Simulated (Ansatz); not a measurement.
Two isomers of CH3BBrFSi: A = `F[Si]1(Br)BC1`, B = `FB1C[SiH]1Br`.

Calculated with Ansatz (gas phase, PBE0-D4/def2-TZVP geometries, no zero-point term in ΔE). CCSD(T)/CBS adds triple-zeta CCSD(T) − MP2 to the extrapolated MP2 energy (def2 sets, frozen cores). DFT in def2-TZVPP. B3LYP here is the variant with VWN-RPA as its local correlation; programs differ in this. For Br outer-core shells are correlated without core-valence functions, which leaves a few kJ/mol of doubt a bond. Scalar relativity is left out up to krypton.

(1) Which is lower in electronic energy at CCSD(T)/CBS, and by how much? (Estimate.)

(2) Give E(B) − E(A) in kJ/mol with B2PLYP, CCSD(T)/def2-TZVPP, HF/def2-TZVPP, ωB97M-V, B3LYP, B3LYP-D4, r2SCAN-D4. (An estimate is asked.)

Largest T1 diagnostic: 0.012.

Results:

(1) Computed: A, by 9.0 kJ/mol.

(2) The calculation gave: B2PLYP 4.1, CCSD(T)/def2-TZVPP 5.4, HF/def2-TZVPP -8.2, ωB97M-V 5.5, B3LYP 0.1, B3LYP-D4 1.3, r2SCAN-D4 3.6. The order is the other way round with HF/def2-TZVPP.

In def2-TZVPP, CCSD(T) changes the Hartree–Fock value by +13.7 kJ/mol (the triples alone add +2.5 kJ/mol) and MP2 by +18.0 kJ/mol.
